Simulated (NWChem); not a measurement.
System: C2H5S, doublet; SMILES CC[S]

Input file for NWChem:

```
start job
memory heap 200 mb stack 900 mb global 1100 mb
geometry units angstroms noautoz
  C      0.381973    -1.585407     0.000000
  C     -0.611751    -0.438404     0.000000
  S      0.100502     1.211133     0.000000
  H      1.030257    -1.544942     0.887934
  H     -0.140389    -2.555989     0.000000
  H      1.030257    -1.544942    -0.887934
  H     -1.287571    -0.483420     0.873994
  H     -1.287571    -0.483420    -0.873994
end
basis spherical
  * library def2-svp
end
basis "cd basis" spherical
  * library "Ahlrichs Coulomb Fitting"
end
dft
  odft
  mult 2
  xc becke88 lyp
  iterations 150
end
task dft gradient
```

Output (shortened):

```
             Northwest Computational Chemistry Package (NWChem) 7.3.0
             --------------------------------------------------------

 CS  symmetry detected

                             Geometry "geometry" -> ""
                             -------------------------

 Output coordinates in angstroms (scale by  1.889725989 to convert to a.u.)

  No.       Tag          Charge          X              Y              Z
 ---- ---------------- ---------- -------------- -------------- --------------
    1 C                    6.0000     0.35944432    -1.61257942     0.00000000
    2 C                    6.0000    -0.60877778    -0.44396946     0.00000000
    3 S                   16.0000     0.13963083     1.18948124     0.00000000
    4 H                    1.0000     1.00846226    -1.58640163     0.88793400
    5 H                    1.0000    -0.18416647    -2.57142184     0.00000000
    6 H                    1.0000     1.00846226    -1.58640163    -0.88793400
    7 H                    1.0000    -1.28542527    -0.47409071     0.87399400
    8 H                    1.0000    -1.28542527    -0.47409071    -0.87399400

 Effective nuclear repulsion energy (a.u.)      97.9567539010

      Symmetry information
      --------------------

 Group name             Cs
 Group number              2
 Group order               2
 No. of unique centers     6

 Summary of "cd basis" -> "" (spherical)
 ------------------------------------------------------------------------------
       Tag                 Description            Shells   Functions and Types
 ---------------- ------------------------------  ------  ---------------------
 *                  Ahlrichs Coulomb Fitting          on all atoms

                                 NWChem DFT Module
                                 -----------------

 Summary of "ao basis" -> "ao basis" (spherical)
 ------------------------------------------------------------------------------
       Tag                 Description            Shells   Functions and Types
 ---------------- ------------------------------  ------  ---------------------
 C                          def2-svp                 6       14   3s2p1d
 S                          def2-svp                 8       18   4s3p1d
 H                          def2-svp                 3        5   2s1p

 Summary of "cd basis" -> "cd basis" (spherical)
 ------------------------------------------------------------------------------
       Tag                 Description            Shells   Functions and Types
 ---------------- ------------------------------  ------  ---------------------
 C                  Ahlrichs Coulomb Fitting        14       38   7s3p3d1f
 S                  Ahlrichs Coulomb Fitting        12       40   5s3p2d1f1g
 H                  Ahlrichs Coulomb Fitting         6       14   3s2p1d

      Symmetry analysis of basis
      --------------------------

        a'         47
        a"         24

            General Information
            -------------------
          SCF calculation type: DFT
          Wavefunction type:  spin polarized.
          No. of atoms     :     8
          No. of electrons :    33
           Alpha electrons :    17
            Beta electrons :    16
          Charge           :     0
          Spin multiplicity:     2
          Use of symmetry is: on ; symmetry adaption is: on
          Maximum number of iterations: 150
          AO basis - number of functions:    71
                     number of shells:    35
          A Charge density fitting basis will be used.
          CD basis - number of functions:   186
                     number of shells:    70
          Convergence on energy requested:  1.00D-06
          Convergence on density requested:  1.00D-05
          Convergence on gradient requested:  5.00D-04

              XC Information
              --------------
                    Becke 1988 Exchange Functional  1.000
              Lee-Yang-Parr Correlation Functional  1.000

             Grid Information
             ----------------
          Grid used for XC integration:  medium
          Radial quadrature: Mura-Knowles
          Angular quadrature: Lebedev.
          Tag              B.-S. Rad. Rad. Pts. Rad. Cut. Ang. Pts.
          ---              ---------- --------- --------- ---------
          C                   0.70       49           8.0       434
          S                   1.00       88          10.0       590
          H                   0.35       45          10.0       434
          Grid pruning is: on
          Number of quadrature shells:   321
          Spatial weights used:  Erf1

      Superposition of Atomic Density Guess
      -------------------------------------

 Sum of atomic energies:        -475.09333455

      Non-variational initial energy
      ------------------------------

 Total energy =    -476.537127
 1-e energy   =    -846.823560
 2-e energy   =     272.329679
 HOMO         =      -0.256468
 LUMO         =       0.098606

   Symmetry analysis of molecular orbitals - initial alpha
   -------------------------------------------------------

  Numbering of irreducible representations:

     1 a'          2 a"

  Orbital symmetries:

     1 a'          2 a'          3 a'          4 a'          5 a'
     6 a'          7 a"          8 a'          9 a'         10 a'
    11 a"         12 a'         13 a'         14 a"         15 a'
    16 a'         17 a"         18 a'         19 a'         20 a'
    21 a"         22 a'         23 a"         24 a'         25 a'
    26 a"         27 a'

   Symmetry analysis of molecular orbitals - initial beta
   ------------------------------------------------------

  Numbering of irreducible representations:

     1 a'          2 a"

  Orbital symmetries:

     1 a'          2 a'          3 a'          4 a'          5 a'
     6 a'          7 a"          8 a'          9 a'         10 a'
    11 a"         12 a'         13 a'         14 a"         15 a'
    16 a'         17 a"         18 a'         19 a'         20 a'
    21 a"         22 a'         23 a"         24 a'         25 a'
    26 a"         27 a'

      3 Center 2 Electron Integral Information
      ----------------------------------------
          Maximum number of 3-center 2e- integrals is:          937626.
            This is reduced with Schwarz screening to:          588132.
            Incore requires a per proc buffer size of:          539029.
          Minimum dble words available (all nodes) is:       144163604
                   This is reduced (for later use) to:       143838174
                      proc 0 Suggested buffer size is:          539029
                         Max Suggested buffer size is:          539029
                              no. integral batches is:            1000

           0.539 MW buffer allocated for incore 3-center
          2e- integral storage on stack.

   convergence    iter        energy       DeltaE   RMS-Dens  Diis-err
 ---------------- ----- ----------------- --------- --------- ---------
 d= 0,ls=0.0,diis     1   -477.0896304598 -5.75D+02  5.71D-03  8.39D-02
                                                     6.06D-03  8.21D-02
 d= 0,ls=0.5,diis     2   -477.0946510666 -5.02D-03  2.09D-03  6.23D-02
                                                     2.02D-03  5.87D-02
 d= 0,ls=0.5,diis     3   -477.1270683474 -3.24D-02  7.94D-04  1.81D-03
                                                     7.89D-04  1.71D-03
 d= 0,ls=0.5,diis     4   -477.1286268339 -1.56D-03  2.58D-04  1.78D-04
                                                     2.70D-04  1.99D-04
 d= 0,ls=0.5,diis     5   -477.1288146340 -1.88D-04  1.19D-04  3.21D-05
                                                     1.30D-04  4.69D-05
  Resetting Diis
 d= 0,ls=0.5,diis     6   -477.1288612239 -4.66D-05  5.69D-05  8.99D-06
                                                     6.66D-05  1.68D-05
 d= 0,ls=0.5,diis     7   -477.1288778352 -1.66D-05  4.15D-05  3.07D-06
                                                     5.02D-05  7.27D-06
 d= 0,ls=0.5,diis     8   -477.1288856489 -7.81D-06  1.87D-05  1.53D-06
                                                     2.61D-05  3.15D-06
 d= 0,ls=0.5,diis     9   -477.1288890160 -3.37D-06  1.27D-05  2.97D-07
                                                     1.67D-05  1.16D-06
 d= 0,ls=0.5,diis    10   -477.1288905262 -1.51D-06  5.95D-06  2.87D-08
                                                     1.17D-05  6.60D-07
 d= 0,ls=0.5,diis    11   -477.1288913599 -8.34D-07  4.43D-06  1.62D-08
                                                     8.89D-06  3.90D-07

         Total DFT energy =     -477.128891828227
      One electron energy =     -849.608040133294
           Coulomb energy =      312.821765070971
    Exchange-Corr. energy =      -38.299370666908
 Nuclear repulsion energy =       97.956753901005

 Numeric. integr. density =       32.999984306994

                  Occupations of the irreducible representations
                  ----------------------------------------------

[...]

                         DFT ENERGY GRADIENTS

    atom               coordinates                        gradient
                 x          y          z           x          y          z
   1 C       0.679251  -3.047333   0.000000   -0.002108   0.004086   0.000000
   2 C      -1.150423  -0.838981   0.000000    0.002206   0.000818   0.000000
   3 S       0.263864   2.247794   0.000000   -0.004255  -0.011482   0.000000
   4 H       1.905717  -2.997864   1.677952   -0.003237   0.000186  -0.004116
   5 H      -0.348024  -4.859283   0.000000    0.002398   0.005252   0.000000
   6 H       1.905717  -2.997864  -1.677952   -0.003237   0.000186   0.004116
   7 H      -2.429102  -0.895902   1.651609    0.004116   0.000478  -0.004187
   8 H      -2.429102  -0.895902  -1.651609    0.004116   0.000478   0.004187
```

Level: BLYP/def2-SVP, spin-unrestricted, Coulomb fitting. In the optimisation the excess spin sits in a" (Cs, its own frame). All runs use the structure optimised with PBE0/def2-SVP, spin-unrestricted. No stability test was run on the SCF state.
